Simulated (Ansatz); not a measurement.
`[F][Ge]([F])([Cl])[SeH]` and `[CH3][Ge]([F])([F])[Cl]` differ in one atom or group.

Ansatz, PBE0-D4/def2-TZVP geometries, multiplicity 1. Each molecule was computed in one conformer, which needn't be the lowest.

Scalar relativity is left out up to krypton.

```json
{"property": "size of the dipole moment (B3LYP/def2-TZVPP) / D", "`[F][Ge]([F])([Cl])[SeH]`": "2.60"}
{"property": "LUMO energy (ωB97M-V/def2-TZVPP) / eV", "`[F][Ge]([F])([Cl])[SeH]`": "0.18"}
{"property": "HOMO energy (PBE0/def2-TZVPP) / eV", "`[F][Ge]([F])([Cl])[SeH]`": "-8.19"}
{"property": "ideal-gas entropy at 298 K and 1 bar (rigid rotor, harmonic PBE0-D4/def2-TZVP) / J/(mol·K)", "`[F][Ge]([F])([Cl])[SeH]`": "378"}
{"property": "HOMO–LUMO gap (PBE0/def2-TZVPP) / eV", "`[F][Ge]([F])([Cl])[SeH]`": "6.34"}
{"property": "HOMO energy (ωB97M-V/def2-TZVPP) / eV", "`[F][Ge]([F])([Cl])[SeH]`": "-10.37"}
```

(1) What does the change do to each property? (Estimate.)

## Answers

(1) Computed: 
| property | `[CH3][Ge]([F])([F])[Cl]` | shift |
| --- | --- | --- |
| size of the dipole moment (B3LYP/def2-TZVPP) / D | 3.30 | 0.70 |
| LUMO energy (ωB97M-V/def2-TZVPP) / eV | 1.57 | 1.39 |
| HOMO energy (PBE0/def2-TZVPP) / eV | -9.63 | -1.44 |
| ideal-gas entropy at 298 K and 1 bar (rigid rotor, harmonic PBE0-D4/def2-TZVP) / J/(mol·K) | 357 | -21 |
| HOMO–LUMO gap (PBE0/def2-TZVPP) / eV | 9.23 | 2.89 |
| HOMO energy (ωB97M-V/def2-TZVPP) / eV | -11.90 | -1.53 |

With PBE0 the HOMO falls by 1.44 eV and the LUMO rises by 1.45 eV, so the gap widens by about 2.89 eV. PBE moves the HOMO by -1.22 eV and ωB97M-V by -1.53 eV. The zero-point energy changes by 75.0 kJ/mol with +6 modes. Dipoles are sizes alone; their direction can turn.

B3LYP here is the variant with VWN-RPA as its local correlation; programs differ in this.

Spin–orbit coupling is left out; it splits and shifts lone-pair levels of the heavy atoms by tenths of an eV.
